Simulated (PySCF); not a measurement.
C₂H₄F₂, SMILES FC(C)F. Geometry: PBE0-D3(BJ)/def2-SVP.

Calculation: PBE0-D3(BJ)/def2-SVP in PySCF.

Harmonic wavenumbers (cm⁻¹): 247, 385, 476, 581, 891, 969, 1157, 1190, 1194, 1371, 1404, 1440, 1461, 1462, 3078, 3081, 3189, 3191. Rotational constants (GHz): 9.559, 9.045, 5.216; symmetry number 1.

Problem. Work out the zero-point energy and the ideal-gas rigid-rotor harmonic-oscillator thermochemistry at 298.15 K and 1 atm.

Solution. ZPE = ½ Σ hcν = ½ × 26764 cm⁻¹ = 160.09 kJ/mol. H − E(el) = 173.71 kJ/mol. Entropy in J/(mol K): translation 161.01, rotation 100.76, vibration 18.59, total 280.35. G − E(el) = 90.13 kJ/mol. Cp = 65.53 J/(mol K).
